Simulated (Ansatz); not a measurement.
Total energies of C6H17FO2SiSn (`C[O][Sn]([F])([CH2][Si](C)(C)C)[O]C`).

```xyz
28

C     0.981    3.256   -1.346
O     0.192    2.249   -0.753
Sn    0.127    0.439   -1.473
F    -0.027    0.727   -3.373
C    -1.413   -0.697   -0.609
Si   -1.174   -1.019    1.239
C    -1.097    0.625    2.125
C     0.407   -1.986    1.477
C    -2.643   -2.013    1.841
O     1.868   -0.424   -1.304
C     2.985    0.002   -2.052
H     0.666    4.219   -0.934
H     0.861    3.297   -2.434
H     2.046    3.124   -1.119
H    -2.338   -0.146   -0.799
H    -1.456   -1.633   -1.173
H    -0.923    0.477    3.194
H    -2.035    1.175    2.013
H    -0.298    1.262    1.736
H     1.269   -1.466    1.050
H     0.344   -2.965    0.993
H     0.601   -2.151    2.540
H    -2.552   -2.228    2.909
H    -3.579   -1.470    1.689
H    -2.718   -2.969    1.315
H     2.744    0.165   -3.109
H     3.748   -0.779   -1.994
H     3.415    0.927   -1.649
```

The species carries charge 0 and has multiplicity 1. Correlated methods include outer-core shells of Sn, which these sets cover unevenly. Sn takes the def2 core potential. Geometry: relaxed with PBE0-D4/def2-TZVP. It is one conformer, not always the lowest. Basis def2-TZVPP, Ansatz.

RPA on PBE orbitals: Hartree–Fock energy of these orbitals -988.72001 Eh, correlation -3.57045 Eh (frozen core).

```json
{"functional": "LDA (SPW92)", "energy without D4 (Eh)": "-987.79299", "D4 term (kJ/mol)": "–"}
{"functional": "PBE", "energy without D4 (Eh)": "-992.51878", "D4 term (kJ/mol)": "-75.9"}
{"functional": "revPBE", "energy without D4 (Eh)": "-993.08487", "D4 term (kJ/mol)": "-203.1"}
{"functional": "BLYP", "energy without D4 (Eh)": "-993.02855", "D4 term (kJ/mol)": "-158.0"}
{"functional": "r2SCAN", "energy without D4 (Eh)": "-993.06748", "D4 term (kJ/mol)": "-21.6"}
{"functional": "B97M-V", "energy without D4 (Eh)": "-993.13268", "D4 term (kJ/mol)": "–"}
{"functional": "PBE0", "energy without D4 (Eh)": "-992.60010", "D4 term (kJ/mol)": "-66.2"}
{"functional": "B3LYP", "energy without D4 (Eh)": "-993.37712", "D4 term (kJ/mol)": "-120.1"}
{"functional": "r2SCANh", "energy without D4 (Eh)": "-993.02998", "D4 term (kJ/mol)": "-23.1"}
{"functional": "r2SCAN0", "energy without D4 (Eh)": "-992.97678", "D4 term (kJ/mol)": "-25.3"}
{"functional": "HSE06 (plane-wave form)", "energy without D4 (Eh)": "-992.56589", "D4 term (kJ/mol)": "-62.3"}
{"functional": "BHLYP", "energy without D4 (Eh)": "-992.93172", "D4 term (kJ/mol)": "-96.4"}
{"functional": "CAM-B3LYP", "energy without D4 (Eh)": "-993.05158", "D4 term (kJ/mol)": "-68.3"}
{"functional": "LC-ωPBE", "energy without D4 (Eh)": "-992.93672", "D4 term (kJ/mol)": "–"}
{"functional": "ωB97X-V", "energy without D4 (Eh)": "-993.06744", "D4 term (kJ/mol)": "–"}
{"functional": "ωB97M-V", "energy without D4 (Eh)": "-992.99769", "D4 term (kJ/mol)": "–"}
{"functional": "B2PLYP", "energy without D4 (Eh)": "-992.56416", "D4 term (kJ/mol)": "–"}
{"functional": "PBE-QIDH", "energy without D4 (Eh)": "-992.26560", "D4 term (kJ/mol)": "–"}
```

B3LYP takes the VWN-RPA correlation (the form of Gaussian; ORCA's B3LYP/G). HSE06 is the plane-wave form, built on full-range PBE exchange. The double hybrids freeze the cores in their second-order part.

LC-ωPBE has ω = 0.4 bohr⁻¹.
